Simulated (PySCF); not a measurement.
SMILES FC([SiH2]C#C)(F)F (C3H3F3Si), singlet, PBE/def2-SVP optimised geometry. Atoms within 1.6 Å of the plane z = 0.0 Å (x, y, z in Å): C1 (1.26, -0.37, 0.00), C2 (0.03, -0.37, 0.00), Si3 (-1.80, -0.38, -0.01), C4 (-2.42, -1.47, -1.50), F6 (-3.79, -1.49, -1.52), F7 (-2.00, -2.75, -1.41), H8 (2.34, -0.37, 0.00), H9 (-2.34, 1.00, -0.21), H10 (-2.34, -1.00, 1.24).

Computed with PBE/def2-TZVP in PySCF. Cells within 0.4 Å of a nucleus heavier than hydrogen are left out (blank, or x).

Map of the electron localisation function on the plane z = 0.0 Å:

```
|0000000000000000000000000|
|0000000000000000000000000|
|0000000000000000000000000|
|0000000000000000000000000|
|0000000000000000000000000|
|0000023100000000000000000|
|0003899940000000000000000|
|0029999981000000000000000|
|0069999991001222100000000|
|0079999992013454321000000|
|0049999982355676544530000|
|0015899424777787678985000|
|0001440x3297x68x399998100|
|0000115xx193xx7xx99999200|
|0000120x3297x682399998100|
|0000133004877787678985000|
|0000023311456676544430000|
|0000001000023454321000000|
|0000000000001222100000000|
|0000000000000000000000000|
|0000001110000000000000000|
|0000001100000000000000000|
|0000000000000000000000000|
|0000000000000000000000000|
|0000000000000000000000000|
```
Scale: ten equal steps from 0.000 (start of '0') to 1.000 (end of '9'), in the order '0123456789'; x runs from -4.50 to 4.50, y from -4.50 (bottom) to 4.50 (top).
